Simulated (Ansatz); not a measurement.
Ga4N4H14, a cluster cut from wurtzite GaN (hydrogen-capped). The state is a singlet with charge 0. Geometry r2SCAN-D4/def2-SVP.

```xyz
22

Ga    2.122   -0.172   -0.173
N     0.800   -1.465   -1.058
Ga   -0.286   -0.779    1.968
N     0.861    0.594    1.137
N    -1.730   -0.804    0.514
Ga   -0.983   -0.678   -1.297
Ga   -0.182    2.092    0.389
N    -0.567    1.236   -1.433
H     3.243   -1.026    0.514
H     2.435    0.847   -1.341
H     0.738   -2.290   -0.451
H     1.192   -1.803   -1.940
H     0.352   -2.221    1.840
H    -0.948   -0.273    3.295
H     1.433    0.988    1.892
H    -2.317   -1.634    0.630
H    -2.347   -0.005    0.693
H    -1.854   -1.278   -2.446
H     0.701    3.364    0.146
H    -1.621    2.177    1.038
H     0.271    1.371   -2.009
H    -1.310    1.758   -1.905
```

B3LYP takes the VWN-RPA correlation.

(1) Estimate the orbital energies around the gap (eV) in Ansatz with HF/STO-3G, r2SCAN-D4/def2-TZVP, B3LYP-D4/def2-TZVP, PBE0-D4/def2-TZVP, r2SCAN0-D4/def2-TZVP.

Results:

(1) 
```
orbital  HF/STO-3G  r2SCAN-D4/def2-TZVP  B3LYP-D4/def2-TZVP  PBE0-D4/def2-TZVP  r2SCAN0-D4/def2-TZVP
 HOMO−9      -6.81                -9.64              -10.49             -10.76                -11.03
 HOMO−8      -6.22                -9.14               -9.94             -10.16                -10.41
 HOMO−7      -6.22                -8.37               -9.19              -9.47                 -9.70
 HOMO−6      -6.02                -8.37               -9.19              -9.47                 -9.70
 HOMO−5      -5.92                -7.49               -8.24              -8.46                 -8.68
 HOMO−4      -5.82                -7.49               -8.24              -8.46                 -8.68
 HOMO−3      -5.82                -7.32               -8.09              -8.29                 -8.51
 HOMO−2      -5.72                -6.74               -7.47              -7.64                 -7.85
 HOMO−1      -5.65                -6.58               -7.33              -7.52                 -7.72
   HOMO      -5.65                -6.58               -7.33              -7.52                 -7.72
   LUMO       9.45                -0.52               -0.42              -0.14                  0.11
 LUMO+1       9.83                -0.33               -0.25               0.01                  0.27
 LUMO+2       9.94                -0.33               -0.25               0.01                  0.27
 LUMO+3       9.94                 0.16                0.32               0.56                  0.83
 LUMO+4      12.33                 1.25                1.31               1.55                  1.87
 LUMO+5      12.33                 1.29                1.31               1.55                  1.87
```
